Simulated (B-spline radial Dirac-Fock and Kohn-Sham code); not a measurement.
## Sr 3p3/2: cross section and angular parameters

System: neutral strontium, configuration [Kr] 5s2; threshold 270.0 eV (tabulated edge). Method: Dirac-Hartree-Slater photoionisation with a Latter tail; cross sections with all multipoles, angular parameters from the dipole term and its interference with E2. Computed with a radial B-spline solver.

For linearly polarised light dσ/dΩ = σ/(4π) [1 + β P₂(cos θ) + (δ + γ cos²θ) sin θ cos φ], with θ from the polarisation vector and φ the angle between the beam and the projection of the electron momentum on the plane normal to the polarisation.

| hν (eV) | σ (kb) | β | γ | δ |
| --- | --- | --- | --- | --- |
| 297 | 457 | -0.122 | -0.176 | 0.074 |
| 400 | 426 | 0.998 | 0.217 | 0.048 |
| 421 | 412 | 1.091 | 0.224 | 0.038 |
| 435 | ? | ? | ? | ? |
| 670 | 247 | 1.514 | 0.036 | 0.003 |
| 800 | 189 | 1.576 | -0.013 | 0.001 |
| 894 | 157 | 1.602 | -0.025 | 0.002 |
| 1040 | 120 | 1.623 | -0.020 | 0.002 |
| 1160 | 98.1 | 1.630 | -0.001 | 0.003 |
| 1270 | 82.2 | 1.632 | 0.023 | 0.004 |
| 1620 | 49.7 | 1.622 | 0.122 | 0.007 |
| 2090 | 28.2 | 1.590 | 0.268 | 0.012 |
| 2650 | 16.0 | 1.545 | 0.434 | 0.018 |
| 3090 | 10.9 | 1.508 | 0.553 | 0.023 |
| 3850 | 6.16 | 1.446 | 0.734 | 0.033 |
| 3910 | 5.92 | 1.441 | 0.747 | 0.034 |
| 4000 | 5.57 | 1.434 | 0.766 | 0.035 |
| 5414.7 | 2.42 | 1.330 | 1.026 | 0.056 |
| 5680 | 2.11 | 1.312 | 1.067 | 0.060 |
| 6400 | 1.50 | 1.266 | 1.169 | 0.072 |
| 9251.7 | 0.500 | 1.108 | 1.473 | 0.118 |
| 12000 | 0.223 | 0.987 | 1.669 | 0.162 |
| 12900 | 0.177 | 0.952 | 1.719 | 0.176 |
| 15000 | 0.109 | 0.878 | 1.818 | 0.209 |

Q: Give the values at 435 eV.

A: σ = 402 kb, β = 1.143, γ = 0.221, δ = 0.032.
